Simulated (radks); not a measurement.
Values are calculated unless marked as measured or tabulated.
The nuclear charge of the sulfur ion S+ is varied continuously with 15 electrons held in [Ne] 3s2 3p3. Code: a radial shooting solver on a logarithmic mesh with Libxc functionals. Model: non-relativistic Kohn-Sham, r2SCAN, spin-polarised, spherical densities, point nucleus; open shells are filled with parallel spins first; meta-GGA in the generalised Kohn-Sham scheme. By the Hellmann-Feynman theorem dE/dZ = E(electron-nucleus)/Z, the electronic potential at the nucleus.

\begin{tabular}{lrrrrr}
Z & E (hartree) & E(electron-nucleus)/Z (hartree) & HOMO & e(HOMO) (eV) & <r> HOMO (bohr) \\ \hline
15 & -341.25005 & -54.1607 & 3p & -6.696 & 2.308 \\
15.25 & -354.93455 & -55.3149 & 3p & -9.291 & 2.173 \\
15.5 & -368.90735 & -56.4673 & 3p & -12.124 & 2.057 \\
15.75 & -383.16805 & -57.6181 & 3p & -15.186 & 1.956 \\
16 & -397.71630 & -58.7677 & 3p & -18.472 & 1.866 \\
16.25 & -412.55182 & -59.9162 & 3p & -21.977 & 1.785 \\
16.5 & -427.67435 & -61.0639 & 3p & -25.697 & 1.712 \\
16.75 & -443.08370 & -62.2108 & 3p & -29.629 & 1.646 \\
17 & -458.77968 & -63.3569 & 3p & -33.770 & 1.586 \\
\end{tabular}

The central difference of E at Z = 16 is -58.768 hartree, to compare with the third column; the second derivative is -4.6 hartree.
